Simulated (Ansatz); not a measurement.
`FC([SiH3])O[SiH3]` + H₂S → `[SiH3]OC([SiH3])S` + H–F  (substitution at a C–F bond)

Gas-phase electronic energies from Ansatz, PBE0-D4/def2-TZVP geometries. CCSD(T)/CBS adds triple-zeta CCSD(T) − MP2 to the extrapolated MP2 energy (def2 sets, frozen cores). This one scheme is used for every species. Each species was taken in one conformer, which may not be the lowest.

| level | ΔE (kJ/mol) |
| --- | --- |
| SCS-MP2/def2-TZVPP | -26.7 |
| HF/def2-QZVPP | 8.5 |

Q: What does CCSD(T)/CBS give? (Best estimate.)

A: The calculation gave: -31.5 kJ/mol. The listed levels differ from it by 4.8, 40.0 kJ/mol.

Largest T1 diagnostic among the species: 0.012.

The D4 term adds −14.6 kJ/mol with B3LYP and −7.8 kJ/mol with PBE0; it sums over pairs of atoms, weighted by their polarisabilities, and B3LYP, whose exchange is more repulsive, gets the larger term. In def2-TZVPP, CCSD(T) changes the Hartree–Fock value by −32.9 kJ/mol (the triples alone add −5.3 kJ/mol) and MP2 by −47.3 kJ/mol.

B3LYP here is the variant with VWN-RPA as its local correlation; programs differ in this.
